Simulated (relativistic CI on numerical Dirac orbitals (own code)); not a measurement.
## Se VII: calculation against measurement

Computed by Dirac-Coulomb-Breit CI, separate exchange-only KLI orbitals for each configuration, a model potential for QED, valence Slater integrals scaled by 0.9, P86 correlation estimate, and configurations built on the next ion tied to the tabulated ionisation energy (semi-empirical) (own radial code, finite nucleus).

CI space (outside the closed core [Ne] 3s2): 3p6.3d10, 3p6.3d9.4s, 3p6.3d9.4p, 3p6.3d9.4d, 3p6.3d9.5s, 3p6.3d9.4f, 3p6.3d9.5p, 3p6.3d8.4s2, 3p6.3d9.5d, 3p6.3d9.5f, 3p6.3d9.5g, 3p6.3d8.4s.4p, 3p6.3d8.4p2, 3p6.3d8.4s.4d, 3p5.3d10.4s, 3p6.3d8.4p.4d. Levels of other configurations are missing.

| Configuration | Term (tabulated) | J | Measured (cm⁻¹) | Computed | Error | Purity (%) |
| --- | --- | --- | --- | --- | --- | --- |
| 3p6.3d10 | 1S | 0 | 0.0 | 0 | 0 | 100 |
| 3p6.3d9.4p | 3P° | 1 | 565700.0 | 571771 | 6071 | 95 |
| 3p6.3d9.4f | 3P° | 1 | 904500.0 | 907430 | 2930 | 90 |
| 3p6.3d9.4f | 1P° | 1 | 909100.0 | 921662 | 12562 | 85 |
| 3p6.3d9.4f | 3D° | 1 | 917300.0 | 912255 | -5045 | 80 |
| 3p6.3d9.5f | 1P° | 1 | 1033500.0 | 1044281 | 10781 | 83 |

Measured levels from Moore, Atomic Energy Levels, vol. II, NSRDS-NBS 35 (1971 reprint of NBS Circular 467, 1952); pairs were made by configuration, J and term (by order where the table uses no LS term), so strongly mixed levels may be paired wrongly. The analysis dates from before 1960.

Mean error by configuration (cm⁻¹): 3p6.3d9.4p 6071; 3p6.3d9.4f 3482; 3p6.3d9.5f 10781. Over the excited levels the mean absolute error is 7478 cm⁻¹ (5 of the 9 excited levels that our extract of the source holds in range could be paired, and the others can miss by more), and the median relative error of those above 1,000 cm⁻¹ is 1 %.
